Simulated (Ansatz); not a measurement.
`[OH][Zn][N]([SiH3])[SiH3]` + HCl → `[SiH3][N]([SiH3])[Zn][Cl]` + H₂O at 298.15 K and 1 bar (ligand exchange at a Zn–O bond).

Program: Ansatz. Geometries: PBE0-D4/def2-TZVP. ΔE: electronic, gas phase. CCSD(T)/CBS adds triple-zeta CCSD(T) − MP2 to the extrapolated MP2 energy (def2 sets, frozen cores). This one scheme is used for every species. For Zn outer-core shells are correlated without core-valence functions, which leaves a few kJ/mol of doubt a bond. Scalar relativity is left out up to krypton. One conformer a species, not always the lowest.

```
                    species  CCSD(T)/CBS energy (Eh)  H − E (kJ/mol)  S (J/(mol·K))
`[OH][Zn][N]([SiH3])[SiH3]`              -2490.69892           209.9          420.5
                        HCl               -460.38127            26.6          186.8
`[SiH3][N]([SiH3])[Zn][Cl]`              -2874.73810           178.0          412.8
                        H₂O                -76.37941            66.4          188.7
```

H − E and S are ideal-gas, rigid-rotor, harmonic terms from PBE0-D4/def2-TZVP, for one conformer and one mirror image of each species. 1 Eh = 2625.50 kJ/mol, R = 8.31446 J/(mol·K).

**Question.** By hand: ΔE, ΔH, ΔS and ΔG.

**Answer.** ΔE = (-2874.73810) + (-76.37941) − (-2490.69892) − (-460.38127) = -0.03732 Eh = -98.0 kJ/mol. Δ(H − E) = 178.0 + 66.4 − 209.9 − 26.6 = 7.9, so ΔH = -90.1 kJ/mol. ΔS = 412.8 + 188.7 − 420.5 − 186.8 = -5.8 J/(mol·K). ΔG = -90.1 − 298.15 × (-5.8)/1000 = -88.4 kJ/mol.

**Question.** By hand: the equilibrium constant, and the temperature at which ΔG would vanish if ΔH and ΔS stayed fixed.

**Answer.** log₁₀ K = −ΔG/(RT ln 10) = 15.5. ΔG = 0 at ΔH/ΔS = 15534 K, far beyond where these terms or the molecules hold.

The number of gas molecules stays the same, so ΔS is small and ΔH decides. A doubt of 5 kJ/mol in ΔE shifts log₁₀ K by 0.9 here. Other conformers and mirror images would add mixing entropy, several J/(mol·K) or more a flexible species. Modes under 60 cm⁻¹, often nearly free rotors, make the harmonic entropy too high. These are equilibria of isolated gas molecules and say nothing of rates. Largest T1 diagnostic: 0.016 (customary marks: 0.02 for closed shells, 0.045 for open ones).
